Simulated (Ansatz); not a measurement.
Start from `CC(C)[SiH3]` and change one atom or group to get `C[CH](C)[Mg][Cl]`.

Ansatz, PBE0-D4/def2-TZVP geometries, multiplicity 1. Each molecule was computed in one conformer, which needn't be the lowest.

```
                             property  `CC(C)[SiH3]`
   HOMO energy (PBE0/def2-TZVPP) / eV          -8.13
  HOMO energy (B3LYP/def2-TZVPP) / eV          -7.94
HOMO–LUMO gap (B3LYP/def2-TZVPP) / eV           8.38
  HOMO–LUMO gap (PBE/def2-TZVPP) / eV           6.77
    HOMO energy (PBE/def2-TZVPP) / eV          -6.88
 HOMO–LUMO gap (PBE0/def2-TZVPP) / eV           8.82
```

Task: Give the same properties after the change, and the shifts. (An estimate is asked.)

Result: The calculation gave: 
```csv
property,`C[CH](C)[Mg][Cl]`,shift
HOMO energy (PBE0/def2-TZVPP) / eV,-6.63,1.50
HOMO energy (B3LYP/def2-TZVPP) / eV,-6.47,1.47
HOMO–LUMO gap (B3LYP/def2-TZVPP) / eV,5.11,-3.27
HOMO–LUMO gap (PBE/def2-TZVPP) / eV,3.75,-3.02
HOMO energy (PBE/def2-TZVPP) / eV,-5.54,1.34
HOMO–LUMO gap (PBE0/def2-TZVPP) / eV,5.53,-3.29
```

With PBE0 the HOMO rises by 1.50 eV and the LUMO falls by 1.80 eV, so the gap narrows by about 3.30 eV. PBE moves the HOMO by 1.34 eV and ωB97M-V by 1.54 eV. The zero-point energy changes by -64.9 kJ/mol with -6 modes.

B3LYP here is the variant with VWN-RPA as its local correlation; programs differ in this.
